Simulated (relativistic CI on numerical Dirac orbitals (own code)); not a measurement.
# Sensitivity of the levels of Xe VI to α and to the nuclear radius

These numbers are calculated, not measured: Dirac-Coulomb-Breit CI, KLI orbitals optimised for each configuration, valence Slater integrals scaled by 0.85, P86 correlation energy added to each configuration, derivatives by finite differences, QED left out (own radial code, finite nucleus).

Configuration list (outside the closed core [Kr] 4d10): 5s²5p, 5s5p², 5s²5d, 5p³, 5s5p5d, 5s²4f, 5s²5f, 5s²6s. Levels of other configurations are missing.

With x = (α/α₀)² − 1 an excitation energy changes as ω = ω₀ + qx; K = 2q/ω₀ is the relative enhancement. Terms are leading LS components, so labels can repeat. The field-shift factor is F = δν/δ⟨r²⟩ for the transition from the lowest level.

Lowest level 5s²5p ²P°1/2.

| Level | ω₀ (cm⁻¹) | q (cm⁻¹) | K | F (GHz/fm²) |
| --- | --- | --- | --- | --- |
| 5s²5p ²P°3/2 | 15143.7 | 16870 | 2.23 | -0.729 |
| 5s5p² ⁴P1/2 | 90431.0 | 14980 | 0.331 | -26.8 |
| 5s5p² ⁴P3/2 | 97758.2 | 25050 | 0.513 | -27.2 |
| 5s5p² ⁴P5/2 | 104914.4 | 30940 | 0.59 | -27.4 |
| 5s5p² ²D3/2 | 127074.1 | 26970 | 0.424 | -24.5 |
| 5s5p² ²D5/2 | 130597.2 | 34030 | 0.521 | -24.8 |
| 5s5p² ²S1/2 | 148182.6 | 22640 | 0.306 | -26.4 |
| 5s5p² ²P1/2 | 164223.4 | 34790 | 0.424 | -26.6 |
| 5s5p² ²P3/2 | 169247.7 | 35240 | 0.416 | -25.8 |
| 5s²5d ²D3/2 | 192513.9 | 18500 | 0.192 | -0.885 |
| 5s²4f ²F°5/2 | 194156.5 | 25430 | 0.262 | -1.06 |
| 5s²4f ²F°7/2 | 194246.3 | 25390 | 0.261 | -1.02 |
| 5s²5d ²D5/2 | 194417.0 | 20020 | 0.206 | -0.51 |
| 5s²6s ²S1/2 | 231680.2 | 7245 | 0.0625 | 12.6 |
| 5p³ ²D°3/2 | 234693.9 | 35360 | 0.301 | -47.6 |
| 5p³ ²D°5/2 | 240665.7 | 45900 | 0.381 | -45.8 |
| 5p³ ⁴S°3/2 | 243007.8 | 47020 | 0.387 | -52.6 |
| 5s5p5d ⁴F°3/2 | 256881.7 | 27950 | 0.218 | -26.9 |
| 5s5p5d ⁴F°5/2 | 259948.0 | 30700 | 0.236 | -26.7 |
| 5p³ ²P°1/2 | 264253.4 | 48180 | 0.365 | -48.6 |
| 5s5p5d ⁴F°7/2 | 264672.5 | 35370 | 0.267 | -26.7 |
| 5p³ ²P°3/2 | 269029.2 | 55200 | 0.41 | -45.7 |
| 5s5p5d ⁴F°9/2 | 272414.7 | 45580 | 0.335 | -27.1 |

At this charge configurations can still be misplaced by up to about 7 % of their energy. Levels and lines within the n = 5 or 6 shells can be off by up to 10 % or somewhat more, and those that change n by about 2 %, since core polarisation is missing.
